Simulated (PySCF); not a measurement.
```xyz
3
charge 0 multiplicity 2, angstrom
Zr   -0.0520    0.0000   -0.2996
O    -1.4618    0.0000    0.6949
F     1.4774    0.0000    0.8409
```

Computed with UPBE0/[Zr def2-TZVP with ECP28, O def2-TZVP, F def2-TZVP], scalar-relativistic core potentials, density fitting, no spin–orbit coupling, PySCF.

This geometry of ZrOF is a stationary point at this level.

**Question.** What is the point group?

**Answer.** Cs.

**Question.** Is it a minimum?

**Answer.** Yes: all harmonic wavenumbers are real.

**Question.** Give the ideal-gas entropy at 298.15 K and 1 bar by parts.

**Answer.** translation 169.1, rotation 99.8, vibration 9.7, spin 5.8; total 284.3 J/(mol K).

**Question.** What is the atomisation energy, with and without zero-point energy?

**Answer.** 1357 kJ/mol without, 1346 kJ/mol with.

Other isomers or separated fragments may lie lower. With open d or f shells other occupations or spin states may lie lower.
